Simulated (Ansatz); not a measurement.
C2H3BF2 can be A, `FB1CC1F`, or B, `F[C@H]1B[C@@H]1F`.

Gas-phase electronic energies from Ansatz, PBE0-D4/def2-TZVP geometries. CCSD(T)/CBS adds triple-zeta CCSD(T) − MP2 to the extrapolated MP2 energy (def2 sets, frozen cores). DFT in def2-TZVPP. B3LYP here is the variant with VWN-RPA as its local correlation; programs differ in this.

Q: Which isomer does CCSD(T)/CBS put lower? Give the gap. (Estimate.)

A: The calculation gave: A, by 56.7 kcal/mol.

Q: Give E(B) − E(A) in kcal/mol with r2SCAN-D4, CCSD(T)/def2-TZVPP, CCSD/def2-TZVPP, LDA (SPW92), B3LYP, MP2/def2-TZVPP, BLYP-D4. (Estimate.)

A: Ansatz gave: r2SCAN-D4 55.8, CCSD(T)/def2-TZVPP 56.7, CCSD/def2-TZVPP 56.7, LDA (SPW92) 55.0, B3LYP 55.5, MP2/def2-TZVPP 58.4, BLYP-D4 54.9. None reverses the order clearly.

Q: Does the order hold for the free energy at 298.15 K (harmonic terms from PBE0-D4)? (Best estimate.)

A: The calculation gave: Yes: G(B) − G(A) = +55.8 kcal/mol.

Largest T1 diagnostic: 0.013.

Leaving LDA and LC-ωPBE aside and taking each functional with its dispersion term where it has one, the values, not all of them listed here, spread over 2.9 kcal/mol, from revPBE-D4 to PBE-QIDH. From PBE to PBE0 (25 % exact exchange), in def2-TZVPP and without D4, E(B) − E(A) moves by +0.8 kcal/mol.
